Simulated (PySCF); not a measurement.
Isomers of C8H12Si.

All values: PBE0/pcSseg-1 (PySCF) at GFN2-xTB geometries, gas phase, one conformer each.

Problem. Rank by the lowest Hirshfeld charge on any atom, lowest value first.
A. `[CH:1]#[C:2][C@:3]([CH3:4])([C:5]#[C:6][CH3:7])[SiH2:8][CH3:9]` with C2–C3–Si8–C9 59°
B. `[CH2:1]=[CH:2][C:3]1=[CH:4][SiH2:5][C@H:6]2[CH2:7][C@@H:8]1[CH2:9]2` with C1–C2–C3–C4 180°
C. `[CH2:1]=[CH:2][C@@:3]1([C:4]#[C:5][CH3:6])[SiH2:7][C@@H:8]1[CH3:9]` with C1–C2–C3–C4 168°
D. `CC#CC1=C[C@@H](C)[SiH2]C1`

Solution. A (-0.212 e), D (-0.161 e), B (-0.150 e), C (-0.121 e).

Problem. Rank by HOMO energy, highest first.
A. `[CH:1]#[C:2][C@:3]([CH3:4])([C:5]#[C:6][CH3:7])[SiH2:8][CH3:9]` with C2–C3–Si8–C9 59°
B. `[CH2:1]=[CH:2][C:3]1=[CH:4][SiH2:5][C@H:6]2[CH2:7][C@@H:8]1[CH2:9]2` with C1–C2–C3–C4 180°
C. `CC#CC1=C[C@@H](C)[SiH2]C1`
D. `[CH2:1]=[CH:2][Si:3]([CH:4]=[CH2:5])([CH:6]=[CH2:7])[CH:8]=[CH2:9]` with C1–C2–Si3–C4 133°, C2–Si3–C4–C5 -144°, C2–Si3–C6–C7 -130°, C2–Si3–C8–C9 -128°
E. `[CH2:1]=[CH:2][C@@:3]1([C:4]#[C:5][CH3:6])[SiH2:7][C@@H:8]1[CH3:9]` with C1–C2–C3–C4 168°

Solution. E (-5.89 eV), C (-6.36 eV), B (-6.66 eV), A (-6.94 eV), D (-7.67 eV).

Problem. Rank by HOMO–LUMO gap, highest first.
A. `[CH:1]#[C:2][SiH:3]([CH2:4][CH:5]=[CH2:6])[CH2:7][CH:8]=[CH2:9]` with C2–Si3–C4–C5 64°, Si3–C4–C5–C6 108°, C2–Si3–C7–C8 62°, Si3–C7–C8–C9 107°
B. `[CH2:1]=[CH:2][C@@:3]1([C:4]#[C:5][CH3:6])[SiH2:7][C@@H:8]1[CH3:9]` with C1–C2–C3–C4 168°
C. `[CH3:1][c:2]1[cH:3][cH:4][c:5]([CH2:6][SiH3:7])[cH:8][cH:9]1` with C4–C5–C6–Si7 -89°
D. `[SiH3:1][CH2:2][C:3]1=[CH:4][CH:5]=[CH:6][C:7]12[CH2:8][CH2:9]2` with Si1–C2–C3–C4 81°
E. `[CH3:1][Si@@H:2]1[CH:3]=[CH:4][CH:5]=[C:6]1[CH:7]1[CH2:8][CH2:9]1` with C5–C6–C7–C8 -37°
F. `C[C@@H]1[SiH2]CC2=C1C=CC2`

Solution. A (6.90 eV), C (6.42 eV), F (5.61 eV), B (5.46 eV), D (5.27 eV), E (4.72 eV).

All values together:

```
                       SMILES  μ (D)  HOMO (eV)  LUMO (eV)  lowest IAO charge (e)  highest IAO charge (e)  lowest Hirshfeld charge (e)  highest Hirshfeld charge (e)
        C[Si@@H]1C=CC=C1C1CC1   0.88      -6.00      -1.28             -0.711 (C)             +0.895 (Si)                   -0.208 (C)                   +0.362 (Si)
    CC#CC1=C[C@@H](C)[SiH2]C1   0.49      -6.36      -0.26             -0.541 (C)             +0.743 (Si)                   -0.161 (C)                   +0.349 (Si)
         [SiH3]CC1=CC=CC12CC2   1.12      -5.80      -0.53             -0.534 (C)             +0.615 (Si)                   -0.153 (C)                   +0.316 (Si)
      C#C[C@](C)(C#CC)[SiH2]C   0.92      -6.94       0.66             -0.714 (C)             +0.795 (Si)                   -0.212 (C)                   +0.353 (Si)
    C[C@@H]1[SiH2]CC2=C1C=CC2   0.48      -5.95      -0.35             -0.545 (C)             +0.749 (Si)                   -0.165 (C)                   +0.350 (Si)
         C=C[Si](C=C)(C=C)C=C   0.28      -7.67      -0.60             -0.426 (C)             +1.031 (Si)                   -0.140 (C)                   +0.381 (Si)
           C#C[SiH](CC=C)CC=C   0.47      -6.91      -0.01             -0.537 (C)             +0.932 (Si)                   -0.154 (C)                   +0.392 (Si)
           Cc1ccc(C[SiH3])cc1   0.36      -6.55      -0.12             -0.533 (C)             +0.614 (Si)                   -0.154 (C)                   +0.314 (Si)
C=CC1=C[SiH2][C@H]2C[C@@H]1C2   0.78      -6.66      -1.11             -0.455 (C)             +0.745 (Si)                   -0.150 (C)                   +0.328 (Si)
C=C[C@@]1(C#CC)[SiH2][C@@H]1C   1.01      -5.89      -0.43             -0.433 (C)             +0.639 (Si)                   -0.121 (C)                   +0.311 (Si)
```

Conformers: `[CH3:1][Si@@H:2]1[CH:3]=[CH:4][CH:5]=[C:6]1[CH:7]1[CH2:8][CH2:9]1` with C5–C6–C7–C8 -37°; `[SiH3:1][CH2:2][C:3]1=[CH:4][CH:5]=[CH:6][C:7]12[CH2:8][CH2:9]2` with Si1–C2–C3–C4 81°; `[CH:1]#[C:2][C@:3]([CH3:4])([C:5]#[C:6][CH3:7])[SiH2:8][CH3:9]` with C2–C3–Si8–C9 59°; `[CH2:1]=[CH:2][Si:3]([CH:4]=[CH2:5])([CH:6]=[CH2:7])[CH:8]=[CH2:9]` with C1–C2–Si3–C4 133°, C2–Si3–C4–C5 -144°, C2–Si3–C6–C7 -130°, C2–Si3–C8–C9 -128°; `[CH:1]#[C:2][SiH:3]([CH2:4][CH:5]=[CH2:6])[CH2:7][CH:8]=[CH2:9]` with C2–Si3–C4–C5 64°, Si3–C4–C5–C6 108°, C2–Si3–C7–C8 62°, Si3–C7–C8–C9 107°; `[CH3:1][c:2]1[cH:3][cH:4][c:5]([CH2:6][SiH3:7])[cH:8][cH:9]1` with C4–C5–C6–Si7 -89°; `[CH2:1]=[CH:2][C:3]1=[CH:4][SiH2:5][C@H:6]2[CH2:7][C@@H:8]1[CH2:9]2` with C1–C2–C3–C4 180°; `[CH2:1]=[CH:2][C@@:3]1([C:4]#[C:5][CH3:6])[SiH2:7][C@@H:8]1[CH3:9]` with C1–C2–C3–C4 168°.
